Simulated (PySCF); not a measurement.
SMILES O[SiH2][SiH2]c1ccco1, GFN2-xTB optimised geometry.

```
16

O      3.37    -1.45    -0.35
Si     1.75    -1.63    -0.30
Si     1.09     0.54     0.00
C     -0.79     0.54     0.00
C     -1.74     1.53     0.00
C     -3.00     0.89     0.01
C     -2.73    -0.45     0.01
O     -1.41    -0.67     0.01
H      3.97    -2.19    -0.47
H      1.41    -2.58     0.77
H      1.31    -2.29    -1.55
H      1.51     1.17     1.27
H      1.50     1.50    -1.04
H     -1.55     2.58     0.00
H     -3.97     1.35     0.01
H     -3.37    -1.31     0.01
```

Density from CAM-B3LYP/def2-TZVP in PySCF at that geometry.

Minimum of the electron density along straight lines between bonded atoms, close to the bond critical point (lines longer than 1.1 times the sum of covalent radii, or with two minima, are not listed):

| bond | length / Å | ρ at the minimum / e bohr⁻³ | ∇²ρ there / e bohr⁻⁵ | position (fraction from the first atom) |
|---|---|---|---|---|
| O1–Si2 | 1.632 | 0.141 | 0.89 | 0.59 |
| Si2–Si3 | 2.299 | 0.105 | -0.21 | 0.50 |
| Si3–C4 | 1.875 | 0.118 | … | 0.39 |
| C4–C5 | 1.368 | 0.336 | -1.00 | 0.51 |
| C5–C6 | 1.413 | 0.303 | … | 0.50 |
| C6–C7 | 1.362 | 0.339 | -1.01 | 0.48 |
| C4–O8 | 1.359 | 0.284 | -0.22 | 0.33 |
| C7–O8 | 1.340 | 0.301 | -0.30 | 0.33 |
| O1–H9 | 0.953 | … | -2.48 | 0.81 |
| Si2–H10 | 1.471 | 0.125 | 0.16 | 0.49 |
| Si2–H11 | 1.471 | 0.125 | 0.16 | 0.49 |
| Si3–H12 | 1.474 | 0.123 | 0.17 | 0.49 |
| Si3–H13 | 1.473 | 0.123 | 0.17 | 0.49 |
| C5–H14 | 1.071 | 0.292 | -1.07 | 0.65 |
| C6–H15 | 1.071 | 0.291 | -1.07 | 0.65 |
| C7–H16 | 1.072 | 0.296 | -1.11 | 0.66 |

Task: Complete the blanks.

Result: 
- Si3–C4, ∇²ρ there / e bohr⁻⁵: 0.24
- C5–C6, ∇²ρ there / e bohr⁻⁵: -0.85
- O1–H9, ρ at the minimum / e bohr⁻³: 0.361
